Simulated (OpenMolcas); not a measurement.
C, Si, Ge, Sn, Pb: ns² np² down the group

| Item | Value |
| --- | --- |
| Program | OpenMolcas 26.06 |
| Method | RASSCF |
| Basis | ANO-R3 |
| Scalar Hamiltonian | X2C, finite nucleus |
| Spin-orbit coupling | state interaction with AMFI integrals over the reference wave functions, term energies averaged over their components |

Active space for each ion: 2 electrons in 9 orbitals (RAS2 p; RAS3 s d, at most 1 electron).

Computed levels in cm-1 above ³P₀:

```tsv
Level	C	Si	Ge	Sn	Pb
³P₁	15.4	66.1	465	1343	6065
³P₂	46.2	194	1239	3052	9667
¹D₂	12616	8784	9354	10263	19514
¹S₀	30925	21494	21750	21585	30495
weight of ³P in the lowest level (%)	100	100	100	98	91
```

Mixed levels, with the weight of the term that names them: Pb ³P₂ (71 %), Pb ¹D₂ (71 %).

Measured, with the error of the calculation in %. Measured levels: C, Si, Ge, Sn, Pb from NIST Handbook of Basic Atomic Spectroscopic Data.

```
Level              C             Si             Ge             Sn            Pb
  ³P₁    16.4 (-6.0)   77.1 (-14.3)    557 (-16.5)   1692 (-20.6)  7819 (-22.4)
  ³P₂    43.4 (+6.3)    223 (-12.9)   1410 (-12.1)   3428 (-11.0)  10650 (-9.2)
  ¹D₂  10193 (+23.8)   6299 (+39.5)   7125 (+31.3)   8613 (+19.2)  21458 (-9.1)
  ¹S₀  21648 (+42.9)  15394 (+39.6)  16367 (+32.9)  17162 (+25.8)  29467 (+3.5)
```

The fine-structure level ³P₂ changes by a factor of 209 from C to Pb.

Without spin-orbit coupling ¹D lies 12585, 8652, 8443, 7659, 7439 cm-1 above ³P in that order; the difference to the level ¹D₂, of either sign, comes from spin-orbit coupling, which also lowers the zero.

With the s shell closed, the reference lacks s² → p² mixing. Without dynamic correlation excited terms often stand tens of per cent too high (terms of higher spin than the ground term too low), and those without a measured partner can miss by more than the paired ones (holds for C; Si; Ge). No level of 2s² 2p 3d, 2s² 2p 3s was computed, though it lies in the active space (holds for C). No level of 3s² 3p 4s was computed, though it lies in the active space (holds for Si). No level of 4s² 4p 4d was computed, though it lies in the active space (holds for Ge). No level of 5s² 5p 5d was computed, though it lies in the active space (holds for Sn). Computed and measured levels are paired by configuration, term and J; levels that our copy of the source lacks, or whose pairing is in doubt (as where it misses far off the trend of its configuration), stay unpaired and out of the deviations. Where the source uses jj or jK labels, the order within each J decides. Levels of configurations outside the active space are missing.
